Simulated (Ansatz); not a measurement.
Reaction (redistribution): `C[CH2][AlH][CH2]N` + `[SiH3][AlH][S][SiH3]` → `C[CH2][AlH][AlH][SiH3]` + `NCS[SiH3]`

Calculated with Ansatz (gas phase, PBE0-D4/def2-TZVP geometries, no zero-point term in ΔE). CBS: MP2 limit from def2 TZ/QZ plus the TZ coupled-cluster correction, frozen cores. Each species was taken in one conformer, which may not be the lowest.

| species | SCS-MP2/def2-TZVPP energy (Eh) |
| --- | --- |
| `C[CH2][AlH][CH2]N` | -416.68441 |
| `[SiH3][AlH][S][SiH3]` | -1222.02184 |
| `C[CH2][AlH][AlH][SiH3]` | -855.01646 |
| `NCS[SiH3]` | -783.62881 |

Problem. Work out ΔE.

Solution. ΔE = (-855.01646) + (-783.62881) − (-416.68441) − (-1222.02184) = 0.06098 Eh = +38.3 kcal/mol. CCSD(T)/CBS gives +37.6 kcal/mol.

Largest T1 diagnostic among the species: 0.013.

The D4 term adds +1.8 kcal/mol with B3LYP and +1.0 kcal/mol with PBE0; it sums over pairs of atoms, weighted by their polarisabilities, and B3LYP, whose exchange is more repulsive, gets the larger term. In def2-TZVPP, CCSD(T) changes the Hartree–Fock value by +0.8 kcal/mol (the triples alone add +0.1 kcal/mol) and MP2 by +3.9 kcal/mol.

B3LYP here is the variant with VWN-RPA as its local correlation; programs differ in this.
